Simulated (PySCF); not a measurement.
# What a mistake does to a calculation on B4H5

These are calculations, not measurements. The program is PySCF 2.14.0, an open-source quantum chemistry code, run on an isolated molecule that a program drew, which may never have been made. The molecule is B4H5 (charge 0, doublet), drawn as the SMILES string `[BH]BBB`.

Each row is a Hartree-Fock (HF) and frozen-core CCSD(T) single point in the cc-pVDZ basis, meant for a local HF minimum. Run 1 is clean. Each other run has one planted mistake out of seven kinds, and not every kind appears here: one electron removed, one electron added, multiplicity raised by two, geometry at a saddle point, minimal basis STO-3G, one bond length entered in bohr, all coordinates scaled. The reference is restricted for singlets and unrestricted otherwise, and also for a bond in bohr. Adding or removing an electron swaps singlet and doublet. Electrons count all cores. HOMO and LUMO are orbital energies over both spins, the gradient is its largest component, and the lowest frequency (negative if imaginary) is given only where the gradient is small. Bond lengths are over the 8 bonds as drawn. T1 is the CCSD diagnostic: over 0.02 (restricted) or 0.045 (unrestricted) a single reference is doubtful.

Geometry of the clean run:
```xyz
9
B4H5, angstrom
B    -0.6859    0.9460    0.4775
B     0.1054    0.1735   -0.6695
B     1.4399    0.7081   -1.5609
B     1.3504    1.5755   -2.9944
H    -1.2685    1.5034    1.3428
H    -0.3101   -0.9327   -0.9290
H     2.5388    0.4154   -1.1495
H     1.2744    1.0332   -4.0663
H     1.3603    2.7802   -2.9954
```

| run | electrons | basis functions | <S^2> | HOMO (eV) | LUMO (eV) | gradient (hartree/bohr) | lowest frequency (cm^-1) | mean bond (Å) | longest bond (Å) | T1 | HF (hartree) | CCSD(T) (hartree) | mistake |
|---|---|---|---|---|---|---|---|---|---|---|---|---|---|
| 1 | 25 | 81 | 0.758 | -8.58 | 1.25 | 3.4e-05 | 112 | 1.3716 | 1.692 | 0.0203 | -101.51693 | -101.88717 | no fault |
| 2 | 25 | 81 | 1.612 | -8.67 | 1.00 | 1.6e-02 | - | 1.5598 | 3.197 | 0.0439 | -101.39781 | -101.75414 | one bond length entered in bohr |
| 3 | 25 | 25 | 0.757 | -6.75 | 5.63 | 2.7e-02 | - | 1.3716 | 1.692 | 0.0192 | -100.23975 | -100.41580 | minimal basis STO-3G |
| 4 | 24 | 81 | 0.000 | -16.03 | -6.60 | 3.6e-02 | - | 1.3716 | 1.692 | 0.0260 | -101.23880 | -101.59235 | one electron removed |
| 5 | 26 | 81 | 0.000 | -0.60 | 6.48 | 2.8e-02 | - | 1.3716 | 1.692 | 0.0248 | -101.50028 | -101.91738 | one electron added |
| 6 | 25 | 81 | 0.758 | -8.61 | 1.26 | 1.1e-02 | - | 1.3483 | 1.663 | 0.0202 | -101.51497 | -101.88440 | ? |

**Which mistake was planted in run 6, and what did it cost?**

The mean and the longest bond both change by the same factor, 0.983, and the gradient is no longer small. So the mistake is: all coordinates scaled. Subtracting run 1 and multiplying by 627.51 kcal/mol a hartree, the energy moved by 1.2 kcal/mol in HF and 1.7 kcal/mol in CCSD(T).

Cautions from the logs. Run 4: T1 is over the limit, so its CCSD(T) energy is less reliable; run 5: T1 is over the limit, so its CCSD(T) energy is less reliable.
